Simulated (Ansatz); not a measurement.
One change: `C[SiH]1CS1` becomes `C[Si]1(Cl)CS1`.

Ansatz, PBE0-D4/def2-TZVP geometries, multiplicity 1. 

```tsv
property	`C[SiH]1CS1`
HOMO energy (ωB97M-V/def2-TZVPP) / eV	-8.94
HOMO energy (PBE0/def2-TZVPP) / eV	-6.77
LUMO energy (PBE0/def2-TZVPP) / eV	0.21
HOMO energy (PBE/def2-TZVPP) / eV	-5.57
HOMO–LUMO gap (PBE0/def2-TZVPP) / eV	6.98
size of the dipole moment (ωB97M-V/def2-TZVPP) / D	2.39
```

Task: What does the change do to each property? (Best estimate.)

Result: Computed: 
```csv
property,`C[Si]1(Cl)CS1`,shift
HOMO energy (ωB97M-V/def2-TZVPP) / eV,-9.24,-0.30
HOMO energy (PBE0/def2-TZVPP) / eV,-7.07,-0.30
LUMO energy (PBE0/def2-TZVPP) / eV,-0.02,-0.23
HOMO energy (PBE/def2-TZVPP) / eV,-5.86,-0.29
HOMO–LUMO gap (PBE0/def2-TZVPP) / eV,7.06,0.08
size of the dipole moment (ωB97M-V/def2-TZVPP) / D,2.32,-0.07
```

With PBE0 the HOMO falls by 0.30 eV and the LUMO falls by 0.23 eV, so the gap widens by about 0.07 eV. PBE moves the HOMO by -0.29 eV and ωB97M-V by -0.30 eV. Dipoles are sizes alone; their direction can turn.
